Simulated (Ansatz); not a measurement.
Steps of a relaxation of CH₇GeNO, SMILES `C[NH][GeH2][OH]` with RKS PBE0-D4/def2-TZVP.

```sh
$ ansatz run in.yaml --threads 4 --pin off --events-out ev --progress --plain --max-ram 10444MiB
```

```yaml
crystal:
  periodic: [false, false, false]
  atoms:
    - {symbol: C, position_ang: [-0.496409, 1.433126, -0.550900]}
    - {symbol: N, position_ang: [-0.443187, 0.504337, 0.565267]}
    - {symbol: Ge, position_ang: [0.756557, -0.887583, 0.623157]}
    - {symbol: O, position_ang: [0.617807, -2.089145, -0.728154]}
    - {symbol: H, position_ang: [-1.049081, 1.063031, -1.448547]}
    - {symbol: H, position_ang: [-0.961832, 2.396557, -0.246773]}
    - {symbol: H, position_ang: [0.534977, 1.670852, -0.887197]}
    - {symbol: H, position_ang: [-1.358888, 0.312560, 0.981364]}
    - {symbol: H, position_ang: [0.523911, -1.577111, 1.996596]}
    - {symbol: H, position_ang: [2.167764, -0.309108, 0.388608]}
    - {symbol: H, position_ang: [-0.226219, -2.574414, -0.672820]}
basis:
  gaussian: {orbitals: def2-TZVP}
hamiltonian: {xc: pbe0, dispersion: d4}
relax: {f_tol: 0.005, max_steps: 150}
```

Positions (Å) and forces (eV/Å) along the path, 8 of 8 steps:

```xyz
11
step=1 energy=-61196.6602 eV
C    -0.496    1.433   -0.551    0.012    0.280   -0.370
N    -0.443    0.504    0.565   -0.331   -0.262    0.079
Ge    0.757   -0.888    0.623   -0.079    0.063   -0.226
O     0.618   -2.089   -0.728   -0.686   -0.001    0.514
H    -1.049    1.063   -1.449    0.276    0.126    0.510
H    -0.962    2.397   -0.247    0.232   -0.510   -0.097
H     0.535    1.671   -0.887   -0.495   -0.135    0.193
H    -1.359    0.313    0.981    0.577    0.131   -0.305
H     0.524   -1.577    1.997    0.036    0.065   -0.268
H     2.168   -0.309    0.389   -0.191   -0.094    0.053
H    -0.226   -2.574   -0.673    0.649    0.337   -0.083
11
step=2 energy=-61196.7014 eV
C    -0.492    1.424   -0.551   -0.014    0.135   -0.159
N    -0.438    0.506    0.567   -0.047   -0.142    0.051
Ge    0.761   -0.871    0.620   -0.118   -0.048   -0.141
O     0.595   -2.065   -0.718   -0.183    0.089    0.211
H    -1.030    1.039   -1.435    0.093    0.043    0.159
H    -0.966    2.370   -0.252    0.076   -0.149   -0.042
H     0.529    1.668   -0.875   -0.153   -0.036    0.049
H    -1.348    0.303    0.962    0.162    0.040   -0.072
H     0.526   -1.581    1.966    0.022    0.004   -0.014
H     2.167   -0.306    0.395   -0.028   -0.012    0.003
H    -0.240   -2.544   -0.658    0.190    0.076   -0.045
11
step=3 energy=-61196.7061 eV
C    -0.490    1.417   -0.554   -0.003    0.010   -0.025
N    -0.434    0.510    0.572    0.004   -0.043    0.042
Ge    0.752   -0.871    0.627    0.042    0.021   -0.064
O     0.591   -2.039   -0.723   -0.025    0.035    0.066
H    -1.031    1.024   -1.424   -0.008   -0.013   -0.016
H    -0.959    2.362   -0.263   -0.011    0.017    0.010
H     0.524    1.654   -0.883    0.026    0.003   -0.005
H    -1.339    0.315    0.970   -0.031    0.012    0.015
H     0.528   -1.589    1.968   -0.015   -0.008    0.003
H     2.156   -0.308    0.403    0.032    0.006    0.010
H    -0.231   -2.532   -0.672   -0.010   -0.039   -0.036
11
step=4 energy=-61196.7067 eV
C    -0.491    1.417   -0.554   -0.003    0.005   -0.007
N    -0.433    0.510    0.574    0.013   -0.005    0.014
Ge    0.755   -0.868    0.624    0.008   -0.007   -0.006
O     0.586   -2.037   -0.723   -0.003    0.018    0.019
H    -1.028    1.020   -1.424   -0.009   -0.008   -0.015
H    -0.963    2.360   -0.264   -0.009    0.013    0.003
H     0.524    1.655   -0.882    0.016    0.004   -0.004
H    -1.339    0.317    0.973   -0.014    0.004    0.009
H     0.525   -1.589    1.963    0.000   -0.004    0.007
H     2.162   -0.308    0.406    0.002   -0.001   -0.002
H    -0.233   -2.533   -0.672   -0.002   -0.018   -0.018
11
step=5 energy=-61196.7069 eV
C    -0.491    1.416   -0.555   -0.001    0.000   -0.002
N    -0.432    0.512    0.576    0.004    0.006    0.003
Ge    0.754   -0.868    0.625    0.004   -0.004    0.008
O     0.586   -2.033   -0.724   -0.006    0.002    0.003
H    -1.029    1.015   -1.424   -0.002   -0.001   -0.004
H    -0.964    2.360   -0.267   -0.003    0.001    0.000
H     0.524    1.655   -0.884    0.002    0.002   -0.001
H    -1.337    0.322    0.979   -0.001    0.002    0.002
H     0.523   -1.591    1.963    0.001    0.000    0.001
H     2.163   -0.310    0.408   -0.004   -0.003   -0.002
H    -0.231   -2.535   -0.678    0.005   -0.004   -0.008
11
step=6 energy=-61196.7070 eV
C    -0.490    1.416   -0.554    0.001   -0.007   -0.009
N    -0.428    0.516    0.578   -0.009    0.005    0.010
Ge    0.753   -0.868    0.624    0.006   -0.002   -0.005
O     0.580   -2.030   -0.727    0.001    0.003    0.006
H    -1.017    1.008   -1.426   -0.007    0.001    0.000
H    -0.977    2.354   -0.271    0.000    0.005   -0.004
H     0.523    1.667   -0.879    0.004    0.002    0.007
H    -1.333    0.328    0.983    0.008   -0.001   -0.001
H     0.522   -1.593    1.962    0.001    0.000    0.001
H     2.163   -0.315    0.406   -0.003   -0.002    0.002
H    -0.231   -2.540   -0.676   -0.002   -0.004   -0.006
11
step=7 energy=-61196.7070 eV
C    -0.491    1.415   -0.555    0.002   -0.002    0.000
N    -0.428    0.517    0.580   -0.002    0.007   -0.002
Ge    0.753   -0.868    0.625    0.002   -0.004    0.002
O     0.582   -2.027   -0.728   -0.001    0.000    0.000
H    -1.021    1.005   -1.425    0.001    0.000    0.001
H    -0.975    2.355   -0.274   -0.001    0.001    0.000
H     0.523    1.663   -0.880   -0.001    0.000   -0.001
H    -1.332    0.330    0.987    0.000   -0.003    0.001
H     0.521   -1.594    1.963    0.000    0.000    0.000
H     2.163   -0.315    0.409    0.000    0.000   -0.001
H    -0.230   -2.537   -0.681    0.001    0.002    0.000
11
step=8 energy=-61196.7070 eV
C    -0.491    1.414   -0.555   -0.001    0.000    0.001
N    -0.428    0.518    0.581    0.001    0.003   -0.001
Ge    0.753   -0.868    0.626   -0.001   -0.001    0.000
O     0.582   -2.026   -0.728   -0.001   -0.002   -0.002
H    -1.022    1.003   -1.424    0.001    0.000    0.000
H    -0.975    2.355   -0.275    0.000   -0.001    0.000
H     0.523    1.661   -0.882   -0.001   -0.001   -0.001
H    -1.331    0.330    0.988   -0.001   -0.001    0.000
H     0.520   -1.594    1.963    0.001    0.000    0.000
H     2.164   -0.315    0.410    0.000    0.000    0.001
H    -0.231   -2.534   -0.684    0.001    0.002    0.001
```

Hardware: 4 threads of an Arm Neoverse V2 on a shared host. Wall time 21 s, peak host memory 0.46 GiB.
